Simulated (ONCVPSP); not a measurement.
# Before and after: ONCV potential for chromium (Cr)

* Element: Cr (Z = 24)
* Generator: ONCVPSP 4.0.1
* Type: optimised norm-conserving Vanderbilt (ONCV)
* Functional: LDA (Perdew-Wang 92)
* Relativity: scalar-relativistic
* Frozen core: [Ne]
* Valence charge: 14
* Reference configuration: 3s2 3p6 3d5 4s1
* Partial waves: 3s+4s: rc 1.40 bohr, ncon 4, nbas 8, qcut 9 1/bohr, 2 projectors; 3p: rc 1.10 bohr, ncon 4, nbas 9, qcut 15.3 1/bohr, 1 projector; 3d: rc 1.25 bohr, ncon 3, nbas 7, qcut 12.1 1/bohr, 2 projectors, debl 0.5 Ha; f scattering state at 0.42 Ha: rc 1.15 bohr, ncon 4, nbas 8, qcut 9.2 1/bohr, 3 projectors, debl 3.6 Ha
* Local potential: polynomial inside 0.85 bohr (lpopt 5, dvloc0 0 Ha)
* Core correction: none

All-electron outer shells of the reference configuration (LDA (PZ), scalar-relativistic, ld1.x):

| shell | level (eV) | outermost node (bohr) | outermost maximum (bohr) |
| --- | --- | --- | --- |
| 2p | -560.31 | – | 0.20 |
| 3s | -73.56 | 0.36 | 0.78 |
| 3p | -45.35 | 0.33 | 0.80 |
| 4s | -4.20 | 1.12 | 2.74 |
| 3d | -3.13 | – | 0.84 |

Change: all radii scaled by about 1.09 (s 1.54, p 1.20, d 1.36, f 1.26 bohr); local potential polynomial inside 0.92 bohr (lpopt 5, dvloc0 0 Ha).

Cutoffs: the cutoffs (Ha) at which the residual kinetic energy of the hardest occupied pseudo-wave falls to 1 and 0.1 mHa per electron; they do not see the model core or the augmentation charge, which bear on the density cutoff. Errors are all-electron minus pseudo energies relative to the spin-unpolarised reference configuration.

Predict the effect on cutoff, ghosts and configuration errors.

The potential gets softer (54 Ha and 69 Ha → 51 Ha and 62 Ha); a bound ghost appears in f, which as a rule spoils a file; of the 3 tests that both files solve, the error grows in 1 and shrinks in 1 by more than 15 % and 0.3 meV (median size 0.9 → 1.1 meV). A larger radius leaves more room for a smooth pseudo-wave, so fewer plane waves are needed.

| quantity | base | changed |
| --- | --- | --- |
| cutoff, loose | 54 Ha | 51 Ha |
| cutoff, tight | 69 Ha | 62 Ha |
| loose cutoff by channel | s 27 Ha, p 53 Ha, d 54 Ha | s 24 Ha, p 45 Ha, d 51 Ha |
| bound ghosts | none | f |
| GHOST(+) flags under 300 eV | none | none |
| tests with a reliable result | 3 of 4 | 3 of 4 |
| error for 3s2 3p6 3d5 4s0, meV [ΔE 7.13 eV] | +0.9 | +1.1 |
| error for 3s2 3p6 3d4 4s0, meV [ΔE 23.48 eV] | -0.6 | 0.0 |
| error for 3s2 3p6 3d4 4s2, meV [ΔE -0.05 eV] | +6.5 | +8.0 |

 A true bound ghost makes a file unfit for plane-wave use even where its test errors are small: the radial tests pick states by their node count and pass the ghost by.
